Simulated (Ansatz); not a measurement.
Nudged elastic band run: Si16Ge

The input (input.yaml):

```yaml
crystal:
  lattice:
    - [0.0, 5.43, 5.43]
    - [5.43, 0.0, 5.43]
    - [5.43, 5.43, 0.0]
  atoms:
    - { symbol: Si, position: [0.00216319, 0.00752214, -0.01136512] }
    - { symbol: Si, position: [0.13001816, 0.13038589, 0.12020704] }
    - { symbol: Si, position: [0.0071441, 0.00253918, 0.5024691] }
    - { symbol: Si, position: [0.12477692, 0.12511036, 0.62544585] }
    - { symbol: Si, position: [-0.00258259, 0.50115919, 0.00142647] }
    - { symbol: Si, position: [0.12784074, 0.62204324, 0.1223764] }
    - { symbol: Si, position: [0.00179225, 0.48829809, 0.5078413] }
    - { symbol: Si, position: [0.129855, 0.62004576, 0.63054357] }
    - { symbol: Si, position: [0.50079051, -0.00216945, 0.00072601] }
    - { symbol: Si, position: [0.61964536, 0.13023475, 0.12035519] }
    - { symbol: Si, position: [0.48795855, 0.00215631, 0.50284732] }
    - { symbol: Si, position: [0.62173067, 0.12816816, 0.62848229] }
    - { symbol: Si, position: [0.50009856, 0.50112444, 0.00147251] }
    - { symbol: Si, position: [0.62473589, 0.62514736, 0.12549538] }
    - { symbol: Si, position: [0.50073675, 0.5004118, 0.49817495] }
    - { symbol: Si, position: [0.6195066, 0.61988524, 0.63070119] }
    - { symbol: Ge, position: [0.87477273, 0.87510833, 0.37546455] }
basis:
  ecutwfc: 420.0
kpoints:
  mp_grid: { grid: [2, 2, 2] }
hamiltonian:
  xc: pbe
  dispersion: d3bj
  pseudopotentials: { kind: paw, azcp: { folder: soft_1 } }
scf:
  occupations: { method: gaussian, width: 0.02 }
  lower_state_search: "off"
neb:
  images: 5
  f_tol: 0.05
  initial_path: idpp
  max_iterations: 42
  spring: 10.0
  final_atoms:
    - { symbol: Si, position: [0.00012345, 0.00051633, -0.00034297] }
    - { symbol: Si, position: [0.12408319, 0.12456464, 0.1243768] }
    - { symbol: Si, position: [0.00301111, 0.00343435, 0.4967453] }
    - { symbol: Si, position: [0.1241144, 0.12451338, 0.62693073] }
    - { symbol: Si, position: [0.00525543, 0.49540004, 0.00479869] }
    - { symbol: Si, position: [0.12486478, 0.62780756, 0.12360423] }
    - { symbol: Si, position: [0.00541992, 0.49522403, 0.49430413] }
    - { symbol: Si, position: [0.13677524, 0.61787094, 0.62243513] }
    - { symbol: Si, position: [0.49479391, 0.00588493, 0.00495654] }
    - { symbol: Si, position: [0.62741291, 0.12528268, 0.1236361] }
    - { symbol: Si, position: [0.49494341, 0.00571393, 0.49445287] }
    - { symbol: Si, position: [0.61742514, 0.13731357, 0.62278622] }
    - { symbol: Si, position: [0.49723475, 0.49765125, 0.002515] }
    - { symbol: Si, position: [0.62290096, 0.62374924, 0.13649038] }
    - { symbol: Si, position: [0.499975, 0.50050903, 0.49970218] }
    - { symbol: Si, position: [0.62329249, 0.62332936, 0.61677452] }
    - { symbol: Ge, position: [0.74992159, 0.7505379, 0.74970735] }
  order_check: true
```

Run as:

```bash
$ ansatz run input.yaml --threads 1 --pin off --max-ram 3072MiB --backend cpu --events-out ev --progress --plain --runs-dir out
```

Output, in part (warnings, iteration lines):

```
NEB end point (image 0): max|allowed force component| = 5.046e-3 eV/Å (the criterion of neb.relax_end_points is 1.000e-2)
NEB end point (image 6): max|allowed force component| = 1.919e-2 eV/Å (the criterion of neb.relax_end_points is 1.000e-2)
NEB iter   1: max|band force component| = 2.728e0 eV/Å  barrier→ = 1.2141 eV  barrier← = 1.2140 eV  Δτ_max = 0.1715 Å  (63 SCF iters)
NEB iter   2: max|band force component| = 9.210e-1 eV/Å  barrier→ = 0.5736 eV  barrier← = 0.5735 eV  Δτ_max = 0.1856 Å  (38 SCF iters)
NEB iter   3: max|band force component| = 2.581e-1 eV/Å  barrier→ = 0.3905 eV  barrier← = 0.3903 eV  CI = image 3  Δτ_max = 0.1970 Å  (37 SCF iters)
NEB iter   4: max|band force component| = 5.029e-1 eV/Å  barrier→ = 0.4497 eV  barrier← = 0.4496 eV  CI = image 2  Δτ_max = 0.0985 Å  (37 SCF iters)
NEB iter   5: max|band force component| = 6.690e-1 eV/Å  barrier→ = 0.4412 eV  barrier← = 0.4410 eV  CI = image 2  Δτ_max = 0.2000 Å  (35 SCF iters)
NEB iter   6: max|band force component| = 1.399e0 eV/Å  barrier→ = 0.4930 eV  barrier← = 0.4929 eV  CI = image 3  Δτ_max = 0.1673 Å  (37 SCF iters)
NEB iter   7: max|band force component| = 9.288e-2 eV/Å  barrier→ = 0.3413 eV  barrier← = 0.3412 eV  CI = image 3  Δτ_max = 0.1608 Å  (36 SCF iters)
NEB iter   8: max|band force component| = 1.233e0 eV/Å  barrier→ = 0.3420 eV  barrier← = 0.3419 eV  CI = image 4  Δτ_max = 0.0806 Å  (36 SCF iters)
NEB iter   9: max|band force component| = 5.370e-1 eV/Å  barrier→ = 0.3509 eV  barrier← = 0.3508 eV  CI = image 3  Δτ_max = 0.1346 Å  (32 SCF iters)
NEB iter  10: max|band force component| = 9.350e-1 eV/Å  barrier→ = 0.3445 eV  barrier← = 0.3444 eV  CI = image 4  Δτ_max = 0.1340 Å  (34 SCF iters)
NEB iter  11: max|band force component| = 7.304e-1 eV/Å  barrier→ = 0.3527 eV  barrier← = 0.3526 eV  CI = image 3  Δτ_max = 0.1592 Å  (31 SCF iters)
NEB iter  12: max|band force component| = 1.025e0 eV/Å  barrier→ = 0.3424 eV  barrier← = 0.3423 eV  CI = image 4  Δτ_max = 0.1466 Å  (30 SCF iters)
NEB iter  13: max|band force component| = 6.467e-2 eV/Å  barrier→ = 0.3424 eV  barrier← = 0.3423 eV  CI = image 4  Δτ_max = 0.0081 Å  (29 SCF iters)
NEB iter  14: max|band force component| = 2.932e-2 eV/Å  barrier→ = 0.3424 eV  barrier← = 0.3423 eV  CI = image 4  CI's point: of a kind that is not told: the force calls were inconclusive, a negative curvature could not be distinguished from the path's own, the only one lies far off the path, or fixed occupations may fill a level only in part  Δτ_max = 0.0000 Å  (484 SCF iters)
```

The run converged. By the program's own check the climbing image is of a kind that is not told: the force calls were inconclusive, a negative curvature could not be distinguished from the path's own, the only one lies far off the path, or fixed occupations may fill a level only in part (lowest curvatures found: -1.30 and 0.18 eV/Å²). Limits of this set-up: coarse k mesh.

Final band (atoms are numbered from 1 in the order of the input):

```csv
image,path coordinate (Å),energy (eV),Si1–Ge17 (Å),Si14–Ge17 (Å)
0,0.00,0.00,2.43,4.70
1,0.51,0.09,2.46,4.28
2,1.01,0.32,2.57,3.82
3,1.52,0.34,2.89,3.27
4,2.02,0.34,3.44,2.79
5,2.70,0.16,4.13,2.49
6,3.38,0.00,4.70,2.43
```

Run time: 16 min on 1 thread of Arm Neoverse V1, with other jobs on the host, peak memory 0.91 GiB.
